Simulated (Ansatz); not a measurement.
Mulliken charges of CH$_{5}$AlBF, SMILES `FC[BH][AlH2]` from PBE/def2-TZVPP in Ansatz (PBE0-D4/def2-TZVP geometry).

```json
{"atom": "F1", "x (Å)": "-1.055", "y (Å)": "0.827", "z (Å)": "-0.082", "charge (e)": "-0.174"}
{"atom": "C2", "x (Å)": "0.339", "y (Å)": "0.987", "z (Å)": "-0.536", "charge (e)": "0.038"}
{"atom": "B3", "x (Å)": "1.057", "y (Å)": "-0.331", "z (Å)": "-0.142", "charge (e)": "-0.156"}
{"atom": "Al4", "x (Å)": "-0.723", "y (Å)": "-1.132", "z (Å)": "0.703", "charge (e)": "0.273"}
{"atom": "H5", "x (Å)": "0.260", "y (Å)": "1.185", "z (Å)": "-1.609", "charge (e)": "0.122"}
{"atom": "H6", "x (Å)": "0.692", "y (Å)": "1.892", "z (Å)": "-0.033", "charge (e)": "0.122"}
{"atom": "H7", "x (Å)": "2.214", "y (Å)": "-0.480", "z (Å)": "-0.391", "charge (e)": "0.053"}
{"atom": "H8", "x (Å)": "-1.681", "y (Å)": "-2.042", "z (Å)": "-0.184", "charge (e)": "-0.139"}
{"atom": "H9", "x (Å)": "-1.015", "y (Å)": "-0.951", "z (Å)": "2.258", "charge (e)": "-0.139"}
```

**Question.** By hand: the dipole of these point charges (1 e Å = 4.8032 D).

**Answer.** Σ q r = (0.442, 0.402, -0.301) e Å, of length 0.669 e Å = 3.21 D.

**Question.** How does the dipole of the full density compare? (Estimate.)

**Answer.** Computed: (0.338, 0.397, -0.270) e Å, 2.82 D; the point charges give 1.14 times that, at 7° from its direction.

Point charges leave out the atoms' own dipoles, such as those of lone pairs, and Mulliken's split depends on the basis, so the close match here is no proof of good charges.
